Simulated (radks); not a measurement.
Dispersion coefficients C6 (hartree bohr^6) between ground-configuration atoms and ions, from the Casimir-Polder integral (3/pi) of alpha_A(iw) alpha_B(iw). Calculated with a radial shooting solver on a logarithmic mesh with Libxc functionals: scalar-relativistic Kohn-Sham, LB94 model potential, spin-polarised, spherical densities, finite nucleus; open shells are filled with parallel spins first (spin-orbit coupling, left out, can overturn this in heavy ions); Fermi nuclear charge, rms radius of each element as measured or else 0.836 A^(1/3) + 0.57 fm. Response by self-consistent Sternheimer equations with the Hartree and adiabatic LDA kernel, the relativistic mass of each level held fixed and spin-orbit coupling left out. For heavy and open-shell atoms this level of theory can miss by tens of per cent.

\begin{tabular}{lrrrrr}
C6 & P & Cu & Tb & Os+ & Si3+ \\ \hline
P & 205.6 &  &  &  &  \\
Cu & 180.8 & 162.5 &  &  &  \\
Tb & 533.9 & 494.4 & 1602 &  &  \\
Os+ & 194.2 & 170.6 & 488.5 & 190.2 &  \\
Si3+ & 47.56 & 41.93 & 123.2 & 45.28 & 11.05 \\
\end{tabular}

Static polarisabilities (bohr^3): P ([Ne] 3s2 3p3) 27.58, Cu ([Ar] 3d10 4s1) 29.20, Tb ([Xe] 4f9 6s2) 119.4, Os+ ([Xe] 4f14 5d6 6s1) 23.67, Si3+ ([Ne] 3s1) 6.276. The combination rule 2 Ca Cb / ((alpha_b/alpha_a) Ca + (alpha_a/alpha_b) Cb) gives 477.2 for Os+-Tb, against 488.5 from the integral.
